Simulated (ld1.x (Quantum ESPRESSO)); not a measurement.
## rhodium (Rh): one change to an RRKJ potential, before and after

rhodium (Rh), norm-conserving RRKJ (Kleinman–Bylander form), made with ld1.x (Quantum ESPRESSO) 7.5 (PBE, scalar-relativistic). Core [Ar] 3d10, reference 4s2 4p6 4d7 5s0 5p0 (charge +2). Waves: 4p (bound): rc 1.45 bohr; 4d (bound): rc 1.30 bohr; 4s (bound): rc 1.40 bohr. Local part: the s channel. Core correction: none. rho0 = 0.02.

All-electron outer shells of the reference configuration (PBE, scalar-relativistic, ld1.x):

```
shell  level (eV)  outermost node (bohr)  outermost maximum (bohr)
   3d     -321.78                      –                      0.29
   4s     -103.45                   0.47                      0.88
   4p      -71.24                   0.47                      0.94
   4d      -25.74                   0.46                      1.13
   5s      -19.67                   1.17                      2.35
   5p      -13.78                   1.31                      2.84
```

Change: wave 4d (bound): rc 1.30 bohr becomes 4d (bound): rc 0.86 bohr.

Cutoffs: the cutoffs (Ry, on a coarse ladder) from which the occupation-weighted sum of valence levels, in a spherical-Bessel basis at the reference potential, stays within 10 and 1 mRy of its value at 400 Ry; they do not see the model core or the augmentation charge, which bear on the density cutoff. Errors are all-electron minus pseudo energies relative to the spin-unpolarised reference configuration.

Predict the effect on cutoff, ghosts and configuration errors.

The potential gets harder (90 Ry and 140 Ry → 230 Ry and 300 Ry); the errors of the 7 common tests hardly move; neither file shows a bound ghost. A smaller radius makes the pseudo-wave follow the all-electron one further in, where it bends more sharply, so more plane waves are needed.

```tsv
quantity	base	changed
cutoff, loose	90 Ry	230 Ry
cutoff, tight	140 Ry	300 Ry
loose cutoff by channel (10 mRy a level)	p 50 Ry, d 45 Ry, s 60 Ry	p 50 Ry, d 180 Ry, s 60 Ry
bound ghosts	none	none
error for 4s2 4p6 4d8 5s1 5p0, meV [ΔE -26.97 eV]	+634	+635
error for 4s2 4p6 4d8 5s0 5p0, meV [ΔE -19.51 eV]	+11	+12
error for 4s2 4p6 4d6 5s0 5p0, meV [ΔE 32.50 eV]	+16	+18
error for 4s2 4p5 4d8 5s1 5p0, meV [ΔE 29.66 eV]	+1032	+1041
error for 4s2 4p6 4d8 5s0 5p1, meV [ΔE -23.37 eV]	+102	+103
error for 4s2 4p6 4d7 5s1 5p1, meV [ΔE -20.35 eV]	+981	+980
error for 4s2 4p6 4d8.5 5s0.5 5p0, meV [ΔE -27.60 eV]	+298	+301
s: phases at 1.61 bohr within 0.05 rad from the reference energy up to (Ry; the scan ends near 5)	-2.2	-2.2
p: phases at 1.61 bohr within 0.05 rad from the reference energy up to (Ry; the scan ends near 5)	0.0	0.0
d: phases at 1.61 bohr within 0.05 rad from the reference energy up to (Ry; the scan ends near 5)	2.8	2.2
```
